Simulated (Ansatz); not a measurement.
Geometry optimisation, RKS B3LYP-D4/def2-SVP (Ansatz).

Input file:

```yaml
crystal:
  periodic: [false, false, false]
  atoms:
    - { symbol: B, position_ang: [0.0, 0.0, 0.0] }
    - { symbol: F, position_ang: [0.0, 0.0, 1.32] }
    - { symbol: Cl, position_ang: [1.6108, 0.0, -0.93] }
    - { symbol: F, position_ang: [-1.1431, 0.0, -0.66] }
basis:
  gaussian: { orbitals: def2-SVP }
hamiltonian:
  xc: b3lyp
  dispersion: d4
relax:
  f_tol: 0.02
  max_steps: 40
```

Run as:

```bash
$ ansatz run input.yaml --threads 1 --pin off --max-ram 2048MiB --backend cpu --events-out ev --progress --plain --runs-dir out
```

**Question.** Where does it end, and by what steps?

**Answer.** The forces met the threshold. After 4 steps the energy has fallen by 0.128 eV; Cl3 moved furthest, 0.08 Å.

```tsv
step	energy less start (eV)	largest force component (eV/Å)	accepted
0	0.0000	1.806	yes
1	-0.0987	0.924	yes
2	-0.1060	1.081	yes
3	-0.1276	0.053	yes
4	-0.1276	0.007	yes
```

```xyz
4
Properties=species:S:1:pos:R:3
B 0.026 0.000 -0.015
F 0.015 0.000 1.298
Cl 1.543 0.000 -0.891
F -1.117 0.000 -0.662
```

Run time: 8.5 s on 1 thread of Arm Neoverse V2, on a shared host, peak memory 0.11 GiB.
